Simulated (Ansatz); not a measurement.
A nudged elastic band was laid between two geometries of AlH5N2S (9 atoms, charge 0, multiplicity 1).

Method: RKS r2SCAN/STO-3G (Ansatz).

```
movable images  : 7
climbing image  : yes
spring          : 50.0 eV/Å²
optimiser       : quadratic models (default)
start path      : IDPP
force threshold : 0.05 eV/Å
iteration limit : 60
end points      : relaxed
```

Initial state:

```xyz
9
Properties=species:S:1:pos:R:3
N -0.185 1.262 -0.754
Al -0.093 -0.176 0.210
N 1.212 -1.276 -0.080
S -1.523 -0.594 1.706
H 0.469 1.511 -1.514
H -0.917 1.988 -0.696
H 1.961 -1.148 -0.779
H 1.384 -2.155 0.434
H -2.220 0.542 1.455
```

Final state:

```xyz
9
Properties=species:S:1:pos:R:3
N -0.192 1.256 -0.761
Al -0.093 -0.177 0.209
N 1.220 -1.271 -0.072
S -1.526 -0.597 1.700
H -0.923 1.983 -0.700
H 0.472 1.517 -1.508
H 1.967 -1.143 -0.773
H 1.391 -2.150 0.441
H -2.227 0.536 1.446
```

What changes between the two ends?

No bond is made or broken. The dihedral H6–N1–Al2–S4 goes from -1 to -180°. The two ends are copies of one structure, up to a mirror image or an exchange of like atoms.

What energy profile does the band end with?

It converged. The highest image is number 4 of 0 to 8, 23.3 kJ/mol above the ends, which have the same energy within 2 meV. Another band between the same ends (7 images) ends at a top of the same energy, where a vibrational analysis finds 1 clearly imaginary mode. Limits of this set-up: minimal basis.

```
image  path coordinate (Å)  energy (kJ/mol)  dihedral H6–N1–Al2–S4 (°)
    0                 0.00              0.0                         -1
    1                 0.49              3.6                         -4
    2                 0.98             12.3                          8
    3                 1.47             20.2                         29
    4                 1.96             23.3                         54
    5                 2.45             20.2                         81
    6                 2.95             12.2                        110
    7                 3.44              3.5                        144
    8                 3.93              0.0                       -180
```

What is the geometry of the highest image?


```xyz
9
Properties=species:S:1:pos:R:3:forces:R:3
N 0.040 1.371 -0.863 0.00 0.00 0.00
Al -0.023 -0.165 0.102 0.00 0.00 0.00
N 1.475 -0.958 0.405 0.00 0.00 0.00
S -1.745 -1.094 0.901 0.00 0.00 0.00
H -0.625 1.276 -1.679 0.00 0.00 0.00
H -0.450 2.128 -0.311 0.00 0.00 0.00
H 2.395 -0.620 0.076 0.00 0.00 0.00
H 1.610 -1.836 0.934 0.00 0.00 0.00
H -2.589 -0.148 0.418 0.00 0.00 0.00
```

The run took 3.8 min on 1 thread of Intel(R) Xeon(R) Processor @ 2.70GHz, with other jobs on the host, peak memory 0.12 GiB.
